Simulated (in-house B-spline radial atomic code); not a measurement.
## One electron outside the [Ar] 3d10 4s2 4p6 core: Tc VII (Tc6+)

Computed with an all-electron radial atomic-structure program (B-spline basis), no-pair Dirac-Coulomb Hamiltonian, finite nucleus. Rungs: frozen-core Dirac-Hartree-Fock (DHF); Brueckner orbitals from the second-order correlation potential; the same with the Coulomb interaction screened by the core and the hole-particle interaction summed; Breit and QED terms from differences of relaxed Dirac-Fock atoms, where computed. Partial waves beyond l = 6 are extrapolated. The tables show a selection of states; those near core-excited levels, with erratic corrections or far from their DHF start are never shown.

The lowest nd levels tend to come out too strongly bound in this method, by some 0.05 to 0.2 eV for each d electron where measurements exist, which shifts their lines and rates.

Command:
```bash
python run_mb.py task.json out
```
Settings (nuclear radius in fm, box in bohr, cutoff in hartree):
```
basis_form          2
Z                   43
core_configuration  [Ar] 3d10 4s2 4p6
rms_radius          4.41117
mass_number         97
speed_of_light      137.036
box_radius          34.457
lmax                6
intervals           67
virtual_cutoff      3698.0
```

Cost of the run: 2.3 min on 1 thread of Arm Neoverse V2 (shared host).

Removal energies (eV):

| state | DHF | second order | screened | Breit + QED | final |
| --- | --- | --- | --- | --- | --- |
| 4d3/2 | 87.4272 | 89.4577 | 89.2656 | 0.00399 | 89.2696 |
| 4d5/2 | 87.0149 | ? | ? | ? | ? |
| 5s1/2 | 66.9175 | ? | ? | ? | ? |
| 5p1/2 | 58.164 | 59.4029 | 59.2058 | -0.0257 | 59.1802 |
| 5p3/2 | 57.3913 | 58.58 | 58.3892 | -0.0149 | 58.3743 |

Question: What does correlation do to 4d5/2?

Answer: It adds 1.997 eV to the removal energy in second order and 1.81 eV with screening; Breit and QED add 0.0199 eV, for a final 88.8451 eV.

Question: What does correlation do to 5s1/2?

Answer: It adds 1.493 eV to the removal energy in second order and 1.23 eV with screening; Breit and QED add -0.0349 eV, for a final 68.1122 eV.

Question: How does the lowest state compare with the NIST ionisation energy?

Answer: 4d3/2 is bound by 89.3 eV, without recoil; NIST lists 88 ± 2 eV (tabulated theory), a difference of +1.3 eV.

Magnetic hyperfine constants per unit nuclear g factor (MHz, nucleus as a uniformly magnetised ball; they apply to isotopes with nuclear spin):

| state | DHF | + core polarisation | + Brueckner |
| --- | --- | --- | --- |
| 5s1/2 | 17970 | 20260 | 21320 |
| 5p1/2 | 4531 | 5102 | 5471 |
| 5p3/2 | 766.2 | 975.6 | 1041 |

Question: What is the static scalar polarisability of 4d3/2?

Answer: 1.816 bohr³: 1.439 from the core and 0.3778 from the valence electron, Pauli blocking included.
